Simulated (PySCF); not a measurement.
```xyz
8

C      2.0672    -0.3194    -0.4197
C      0.8906    -0.5174    -0.5437
O     -0.3741    -0.7588    -0.6920
C     -1.2574     0.2611    -0.1752
H      3.1102    -0.1581    -0.3171
H     -2.2652    -0.0906    -0.3763
H     -1.0718     1.2053    -0.6879
H     -1.0995     0.3779     0.8973
```

Charge 0, multiplicity 1.

Task: Give the Mulliken and meta-Löwdin atomic charges from PySCF with PBE-D3(BJ)/def2-TZVP // B3LYP-D3(BJ)/def2-TZVP.

Result: 
| atom | Mulliken (e) | meta-Löwdin (e) |
|---|---|---|
| C1 | -0.38 | -0.32 |
| C2 | 0.20 | 0.14 |
| O3 | -0.19 | -0.26 |
| C4 | -0.19 | -0.14 |
| H5 | 0.16 | 0.17 |
| H6 | 0.14 | 0.14 |
| H7 | 0.13 | 0.13 |
| H8 | 0.13 | 0.13 |
